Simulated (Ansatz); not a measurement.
Born–Oppenheimer molecular dynamics of BBrH₄O (7 atoms, charge 0, multiplicity 1). It starts at the highest image of a converged band, a first-order saddle point between two minima.

Level of theory: RKS PBE0-D4/def2-SVP in Ansatz 0.2.0.

| Property | Result |
| --- | --- |
| ensemble | NVE (velocity Verlet) |
| time step | 0.5 fs |
| steps asked | 200 |
| starting velocities drawn for | 100 K |
| seed | 10923 |

First frame:

```xyz
7
Properties=species:S:1:pos:R:3
B 0.024 0.029 0.177
O -0.094 -0.085 1.637
H -1.010 -0.237 1.904
H 1.133 -0.144 -0.245
H -0.978 -0.157 -0.466
Br 0.117 2.439 0.530
H 0.057 1.210 1.605
```

**Question.** How far do the bonds stretch over the last three quarters of this one trajectory? (Pairs bonded in most of those frames.)

**Answer.** 
| bond | mean (Å) | spread (Å) | shortest | longest |
| --- | --- | --- | --- | --- |
| B1–O2 | 1.350 | 0.010 | 1.33 | 1.37 |
| B1–H4 | 1.210 | 0.021 | 1.17 | 1.24 |
| B1–H5 | 1.217 | 0.018 | 1.18 | 1.25 |
| O2–H3 | 0.963 | 0.002 | 0.96 | 0.97 |
| Br6–H7 | 1.430 | 0.039 | 1.37 | 1.49 |

Mean temperature of the second half: 915 K. The conserved energy stayed within 0.074 meV per atom of its start (net change -0.041 meV per atom), so the integration is sound. The kinetic energy rose, since the run started high on the potential surface and went downhill. It ends in pieces (BH3O + BrH), so much of that is their flight and rotation, not heat. A run of 0.1 ps of so small a system gives no equilibrium averages. The orbitals stay closed-shell, which can raise the energy where a bond breaks towards radicals; this wasn't checked here.

Time of the run: 5 min on 2 threads of Arm Neoverse V1 (shared host), peak memory 0.18 GiB.
